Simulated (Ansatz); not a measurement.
Reaction (atomization): `N[SiH](F)C[SiH3]` → C• + F• + 8 H• + N• + 2 Si•

Calculated with Ansatz (gas phase, PBE0-D4/def2-TZVP geometries, no zero-point term in ΔE). CCSD(T)/CBS is the MP2 limit (def2-TZVPP, def2-QZVPP) plus CCSD(T) − MP2 in def2-TZVPP, frozen cores. This one scheme is used for every species, atoms too. DFT in def2-TZVPP. B3LYP here is the variant with VWN-RPA as its local correlation; programs differ in this. No spin–orbit coupling; open shells (•) take unrestricted orbitals. Spin–orbit coupling would lower the free atoms: a little for C, F, Si. Each species was taken in one conformer, which may not be the lowest.

`N[SiH](F)C[SiH3]`:

Z-matrix (Å, degrees):
```
Si
F 1 1.608
C 1 1.853 2 107.6
N 1 1.700 2 113.5 3 -121.3
H 1 1.481 2 105.2 3 121.2
Si 3 1.874 1 114.1 2 -173.4
H 3 1.096 1 109.3 2 -51.2
H 3 1.095 1 108.3 2 64.5
H 4 1.007 1 122.1 2 79.7
H 4 1.006 1 121.5 2 -73.5
H 6 1.488 3 110.7 1 -167.8
H 6 1.487 3 110.7 1 -47.7
H 6 1.487 3 110.2 1 72.5
```

```
    level  ΔE (eV)
r2SCAN-D4    47.60
 B3LYP-D4    47.69
  ωB97X-V    47.97
   r2SCAN    47.52
```

What does CCSD(T)/CBS give? (Best estimate.)

Computed: +47.82 eV. The listed levels differ from it by -0.22, -0.13, 0.15, -0.30 eV.

Largest T1 diagnostic among the species: 0.012.

The D4 term adds +0.48 eV with B3LYP and +0.25 eV with PBE0; it sums over pairs of atoms, weighted by their polarisabilities, and B3LYP, whose exchange is more repulsive, gets the larger term. From PBE to PBE0 (25 % exact exchange), in def2-TZVPP and without D4, ΔE moves by −0.46 eV: exact exchange takes away binding that semilocal exchange gives to molecules.

For atomizations the MP2-based limit and the directly extrapolated one differ by several kJ/mol either way, and by 10 to 25 for some Ge, Se and Sn compounds, so smaller differences from it don't rank the levels.
